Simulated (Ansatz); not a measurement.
```xyz
12

C     1.2079    0.0000    0.0000
C     0.3733    1.1488    0.0000
C    -0.9772    0.7100    0.0000
C    -0.9772   -0.7100    0.0000
C     0.3733   -1.1488    0.0000
C     2.6179    0.0000    0.0000
H     3.1679    0.9300    0.0000
H     3.1679   -0.9300    0.0000
H     0.7086    2.1807    0.0000
H    -1.8550    1.3478    0.0000
H    -1.8550   -1.3478    0.0000
H     0.7086   -2.1807    0.0000
```

Basis set: def2-TZVP (spherical functions). Charge 0, multiplicity 1.

Computed with Ansatz (development build ahead of 0.2.0); each method stands on the lowest determinant of its kind that the runs found. Restricted functionals stand beside restricted open-shell atoms, which can lie above the unrestricted atoms usual in DFT and then raise those values.

The atomization energy at this shape (free ground-state atoms in the same class of orbitals less the molecule, no zero-point energy) of singlet C₆H₆:

```
              method  atomization energy
ωB97X (unrestricted)            57.14 eV
 PBE0 (unrestricted)            58.07 eV
                 UHF            42.61 eV
                 RHF            42.97 eV
```

**Question.** What does PBE0 (restricted) give?

**Answer.** 58.38 eV. Caution for UHF: the unrestricted determinant is a mixture of spin states. Caution for RHF: an unrestricted determinant lies well below.

The shape needn't be a minimum at these levels.
